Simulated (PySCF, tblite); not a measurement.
Isomers of C7H11OP, one GFN2-xTB conformer each. Single-point energies are computed at PBE0/pcSseg-1 (PySCF, gas phase, no added dispersion term), electronic only.

| SMILES | GFN2-xTB relative energy (kcal/mol) |
| --- | --- |
| CCP1(=O)C=CCC=C1 | 0.0 |
| COc1cp(C)cc1C | 25.4 |

Conformers: `[CH3:1][CH2:2][P:3]1(=[O:4])[CH:5]=[CH:6][CH2:7][CH:8]=[CH:9]1` with C1–C2–P3–O4 178°, C2–P3–C5–C6 -97°, C5–C6–C7–C8 -22°, C6–C7–C8–C9 22°, C2–P3–C9–C8 97°; `[CH3:1][O:2][c:3]1[cH:4][p:5]([CH3:6])[cH:7][c:8]1[CH3:9]` with C1–O2–C3–C4 1°.

What does PBE0/pcSseg-1 give for the same structures?

| SMILES | PBE0/pcSseg-1 E (Eh) | PBE0/pcSseg-1 (kcal/mol) | GFN2-xTB (kcal/mol) | point group |
| --- | --- | --- | --- | --- |
| CCP1(=O)C=CCC=C1 | -689.33698 | 0.0 | 0.0 | – |
| COc1cp(C)cc1C | -689.31499 | 13.8 | 25.4 | C1 |

Both levels put the same isomer lowest. 

Which frontier levels, dipoles and rotational constants go with these structures?

```
          SMILES  HOMO (eV, PBE0/pcSseg-1)  LUMO (eV)  dipole (D)      A, B, C (MHz)
CCP1(=O)C=CCC=C1                     -7.30      -0.67        5.23   1845, 1305, 1140
   COc1cp(C)cc1C                     -6.18      -0.76        1.64  2091, 1080, 786.5
```

What happens when harmonic zero-point energies from GFN2-xTB frequencies are added?

```
          SMILES  ZPE (kcal/mol)  electronic (kcal/mol)  with ZPE (kcal/mol)
CCP1(=O)C=CCC=C1           101.2                    0.0                  0.0
   COc1cp(C)cc1C           100.4                   13.8                 13.0
```

The zero-point energies span 0.8 kcal/mol. The order is unchanged.
